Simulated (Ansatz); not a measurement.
P2, charge -1, doublet, at a GFN2-xTB geometry (a state made from the parent by changing its charge; the spin is typed, not shown lowest) (a gas-phase anion, which may not be bound at this level); CCSD/cc-pVDZ (Ansatz, a program for electronic structure).

Ansatz was given this input:
Ansatz 0.2 input:
```yaml
crystal:
  periodic: [false, false, false]
  atoms:
    - {symbol: P, position_ang: [-0.00000000, -0.00000000, -0.99122351]}
    - {symbol: P, position_ang: [0.00000000, 0.00000000, 0.99122351]}
basis:
  gaussian:
    orbitals: cc-pVDZ
total_charge: -1
magnetization: {spin_polarized: true, initial_magnetization: 1}
correlation: {method: ccsd}
scf: {lower_state_search: off}
```

Output, abridged:

```
Functional definition: HF
these checks for a lower state are left out or cut short: stability, starts, cluster_reference, orbital_swaps, neighbouring_geometries, increment
386 factors; integrals over basis functions are off by at most 1.2e-3 eV
mean field evaluation 1: about -18542.5840 eV, gradient 7.4e0 eV
mean field evaluation 2: about -18542.7803 eV, gradient 8.0e0 eV
mean field evaluation 4: about -18543.3982 eV, gradient 9.4e-1 eV
mean field evaluation 8: about -18543.4246 eV, gradient 7.3e-3 eV
mean field -18543.42456831 eV, -681.4582837008 hartree, gradient 1.4e-6 eV, S^2 0.766853; 0 other end points of the search recorded, 0 dependent functions left out
10 core orbitals not correlated
reference -18543.42456831 eV, -681.4582837008 hartree; 6, 5 occupied and 20, 21 virtual orbitals, 386 factors
second order -5.98396063 eV of doubles, -0.00000000 eV of singles
cycle   1  -6.25661050 eV  change   -2.7e-1 eV  update   8.2e-2
cycle   2  -6.50020930 eV  change   -2.4e-1 eV  update   2.7e-2
cycle   3  -6.54810447 eV  change   -4.8e-2 eV  update   1.1e-2
cycle   4  -6.54950272 eV  change   -1.4e-3 eV  update   3.0e-3
cycle   5  -6.54929677 eV  change    2.1e-4 eV  update   8.2e-4
cycle   6  -6.54927149 eV  change    2.5e-5 eV  update   2.3e-4
cycle   7  -6.54934989 eV  change   -7.8e-5 eV  update   6.2e-5
cycle   8  -6.54934284 eV  change    7.1e-6 eV  update   1.8e-5
cycle   9  -6.54934273 eV  change    1.1e-7 eV  update   5.7e-6
Total energy: -18549.97391104 eV, -681.6989676068 hartree
Checks for a lower state left out: stability, starts, cluster_reference, orbital_swaps, neighbouring_geometries, increment
```
